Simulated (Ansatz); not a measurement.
Ideal-gas functions of CH$_{5}$FSSi (`F[SiH2]CS`) at 500 K and 1 bar, from an Ansatz frequency run at PBE0-D4/def2-TZVP.

Molar mass 96.2 g/mol, point group C1 (symmetry number 1), electronic degeneracy 1, moments of inertia 58.159, 203.442, 240.44 u Å². Harmonic wavenumbers (cm⁻¹, unscaled): 99, 161, 225, 289, 552, 619, 722, 772, 780, 858, 902, 942, 962, 1135, 1177, 1417, 2232, 2261, 2707, 3067, 3122.

Use S(trans) = R[1.5 ln M + 2.5 ln T − 1.1517]; rotational temperatures θ = 24.2544 K / I; S(rot) = R[ln(√π/σ · √(T³/θAθBθC)) + 1.5]; for each mode x = 1.438777 ν̃/T, S = R[x/(eˣ − 1) − ln(1 − e⁻ˣ)] and H = RT x/(eˣ − 1); 1 cm⁻¹ = 0.0119627 kJ/mol; R = 8.31446 J/(mol·K).

By hand: the entropy, in J/(mol·K).

Translation 176.6. Rotation: θ = 0.417, 0.1192, 0.1009 K, giving 116.8. Vibration, mode by mode: 18.78, 14.79, 12.07, 10.08, 5.29, 4.53, 3.59, 3.20, 3.14, 2.63, 2.38, 2.18, 2.08, 1.40, 1.27, 0.73, 0.10, 0.09, 0.03, 0.01, 0.01, in all 88.4. Electronic 0.0. Sum 381.8 J/(mol·K).

By hand: H − E and G − E in kJ/mol, counted from the electronic energy.

Zero-point energy ½ × 25001 × 0.0119627 = 149.5; thermal vibration 24.0; translation, rotation and pV give 4 RT = 16.6. H − E = 190.1 kJ/mol, and G − E = 190.1 − 500 × 381.8/1000 = -0.8 kJ/mol.

Vibration gives 23 % of the entropy, 18.8 J/(mol·K) of it from the mode under 150 cm⁻¹: soft modes count most, and the harmonic formula is weakest for them. The sum counts one conformer and one mirror image; others add a mixing term.
